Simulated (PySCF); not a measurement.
Sn(H)2(Et)(OH) (C2H8OSn), SMILES C[CH2][SnH2][OH].

The structure is a stationary point at B3LYP-D3(BJ)/def2-SVP. The structure was generated by enumeration; whether it is a known compound was not checked. The def2 effective core potentials stand for the cores of Sn; spin–orbit coupling is left out. One conformer was computed; it need not be the lowest.

All values below come from PySCF with PBE/def2-TZVP.

The molecule is in vacuum.

```yaml
total_energy: -370.40607 hartree
highest_occupied_level: -6.36 eV
lowest_empty_level: -1.12 eV
orbital_gap: 5.24 eV
dipole_moment: 0.259 e·Å
quadrupole, principal values (traceless, Buckingham form, about the centre of nuclear charge): -4.86, -2.11, 6.98 D·Å
mean_static_polarisability: 71.3 bohr³ (10.57 Å³)
polarisability_principal_values: 63.8, 66.1, 84.0 bohr³
```
